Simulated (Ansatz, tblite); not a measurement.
Cost and result up the ladder for (H3Ge)2O (Ge₂OH₆) (9 atoms). Total charge 0; singlet. Geometry: r2SCAN-D4/def2-SVP.

Cartesian coordinates in Å:
```
Ge 0.509 -1.475 0.361
H -0.854 -2.134 0.075
H 1.663 -2.340 -0.156
H 0.653 -1.196 1.869
O 0.625 0.059 -0.536
Ge -0.440 1.481 -0.421
H -1.864 1.090 -0.858
H -0.457 1.991 1.033
H 0.164 2.523 -1.367
```

Ansatz on 4 threads of Arm Neoverse V2 on a shared host; xTB runs through tblite on one thread. Times are rough, summed over both states, and most runs start from the orbitals of an earlier one. PBE0-D4/def2-TZVP serves as the yardstick here, not as an exact answer. The other state is a doublet.

The xTB rows come from tblite.

Raw xTB energies of ions are shifted by several eV.

| level | functions | vertical IE (eV) | difference from PBE0-D4/def2-TZVP (eV) |
| --- | --- | --- | --- |
| GFN1-xTB | 34 | 15.01 | 4.84 |
| GFN2-xTB | 28 | 14.33 | 4.16 |
| PBE0-D4/def2-TZVP | 163 | 10.17 | 0.00 |
| r2SCAN-D4/def2-TZVP | 163 | 9.99 | -0.18 |
| PBE-D4/def2-TZVP (with forces) | 163 | 9.82 | -0.34 |

(1) Estimate how long each takes.

## Answers

(1) GFN2-xTB 0.005 s; GFN1-xTB 0.01 s; PBE-D4/def2-TZVP (with forces) 3.8 s; PBE0-D4/def2-TZVP 5.6 s; r2SCAN-D4/def2-TZVP 8.6 s. On shared hardware such times vary by a factor of up to 3.
